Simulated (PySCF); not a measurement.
# NMR data sheet: C7H9NOSi

* Formula: C7H9NOSi
* SMILES: C/C(C=O)=C/C=C/[SiH2]C#N
* InChI: InChI=1S/C7H9NOSi/c1-7(5-9)3-2-4-10-6-8/h2-5H,10H2,1H3/b4-2+,7-3-
* Point group of the computed structure: C1
* Degrees of unsaturation: 5
* Carbon signals: 7
* Proton signals: 6

Atom-mapped SMILES (the numbers label the heavy atoms): `[CH3:1]/[C:2]([CH:3]=[O:4])=[CH:5]/[CH:6]=[CH:7]/[SiH2:8][C:9]#[N:10]`; H(Xn) means a hydrogen on atom n.

All values are calculated (PySCF 2.14): geometry: GFN2-xTB, σ from GIAO-PBE0/pcSseg-1. Fast rotation and ring inversion assumed for equivalent nuclei, relativity neglected, isolated molecule, single conformer.

Referencing at the same level of theory: TMS for ¹H (σref 31.72) and ¹³C (σref 186.93) and ²⁹Si (σref 349.16); NH3 for ¹⁵N (σref 267.73); H2O for ¹⁷O (σref 336.08).

```tsv
carbon	δC, type	δH (multiplicity)	HMBC from (2–3 bonds)	span of the C tensor (ppm)
C1	25.4, CH3	2.28 (s)	H(C3), H(C5)	36
C2	137.6, C	–	H(C3), H(C6), H(C5), H(C1)	199
C3	199.7, CH	10.07 (s)	H(C5), H(C1)	180
C5	149.6, CH	6.61 (d)	H(C3), H(C6), H(C7), H(C1)	179
C6	156.2, CH	9.00 (m)	H(C5), H(C7), H(Si8)	259
C7	139.6, CH	6.28 (m)	H(C6), H(C5), H(Si8)	212
C9	123.5, C	–	H(C7), H(Si8)	339
```

Other nuclei:
```tsv
atoms	nucleus	environment	δ (ppm)	σ (ppm)
H(Si8)	¹H	hydrogen on a silicon bonded to 2 C	4.80	26.92
Si8	²⁹Si	silicon bonded to 2 C, 2 H	-75.3	424.5
N10	¹⁵N	nitrile nitrogen	364.7	-97.0
O4	¹⁷O	aldehyde oxygen	706.6	-370.5
```

1. Carbon types of the structure: 2 × C, 4 × CH, 1 × CH3, leaving 2 H on heteroatoms.
2. δC 199.7: aldehyde carbonyl carbon; the double bond to the heteroatom, with no lone-pair donor beside it, deshields it most.
3. δC 156.2, 139.6: alkene CH; an sp2 carbon of a C=C bond.
4. δC 149.6: β carbon of a C=C–C=O unit; conjugation with the carbonyl draws π density from the β position.
5. δC 137.6: α carbon of a C=C–C=O unit; as expected for a trigonal carbon in a double bond.
6. δH 10.07: hydrogen on an aldehyde carbonyl carbon; deshielded by the polar, anisotropic C=O bond.

Shifts are as computed. Against solution values, carbons near 30 ppm lie about +3 ppm off and those near 130 ppm about +5 ppm. Of 1211 compounds with measured shifts, 218 miss one by over three times the rms of a fit or turn the order of signals round; such compounds aren't used in these exercises. Unscaled 17O shifts of doubly bonded oxygen tend to come out too high, by tens of ppm or more. Experimental scales use liquid or dissolved standards, which lie at an offset from isolated NH3 (liquid NH3: subtract about 20 ppm) and H2O (liquid H2O: subtract about 36 ppm). Unscaled 15N shifts of sp2 nitrogen come out 20 to 40 ppm too high even then. No couplings were computed; multiplicities are counted from neighbouring protons, with m where these are inequivalent, close in shift, in a saturated or five-membered ring or joined by F or P, and br s for small geminal =CH2 splittings.
